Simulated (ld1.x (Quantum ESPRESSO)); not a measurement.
**Configuration tests for Zn (Z = 30) (RRKJ)**

- Element: zinc (Zn)
- Generator: ld1.x (Quantum ESPRESSO) 7.5
- Type: norm-conserving RRKJ (Kleinman–Bylander form)
- Functional: PBE
- Relativity: fully relativistic
- Frozen core: [Ar]
- Valence charge: 12
- Reference configuration: 3d10 4s0 4p0 (charge +2)
- Partial waves: 4p (bound, empty): rc 1.65 bohr; 3d (bound): rc 1.20 bohr; 4s (bound, empty): rc 1.75 bohr
- Local potential: the s channel
- Core correction: none
- rho0: 0.005

Open shells are filled in proportion to 2j + 1 (rel_dist='average').

Energies are relative to the spin-unpolarised reference configuration 3d10 4s0 4p0; without spin polarisation the order of configurations can differ from experiment.

| valence configuration | charge | ΔE all-electron (eV) | error AE − PS (meV) |
| --- | --- | --- | --- |
| 3d10 4s2 4p0 | 0 | -28.331 | +92 |
| 3d10 4s1 4p0 | +1 | -18.443 | +36 |
| 3d9 4s0 4p0 | +3 | 40.534 | -411 |
| 3d10 4s1.5 4p0 | +0.5 | -24.391 | +66 |
| 3d10 4s0 4p1 | +1 | -12.120 | +17 |
| 3d8 4s0 4p0 | +4 | 102.347 | -1860 |

(1) What are ΔE and the potential's error for 3d9 4s2 4p1?

Levels in the configuration 3d10 4s1.5 4p0:

```json
{"level": "3d j=3/2", "all-electron (eV)": "-14.954", "pseudo (eV)": "-15.079"}
{"level": "3d j=5/2", "all-electron (eV)": "-14.596", "pseudo (eV)": "-14.721"}
{"level": "4s j=1/2", "all-electron (eV)": "-9.839", "pseudo (eV)": "-9.897"}
```

Note: ghost states, extra bound levels that the all-electron valence spectrum of the same l lacks: p3/2 at -471.5 eV, p1/2 at -285.2 eV. A true bound ghost makes a file unfit for plane-wave use.

## Answers

(1) ΔE = -16.089 eV all-electron; the error (AE − PS) is -409 meV.
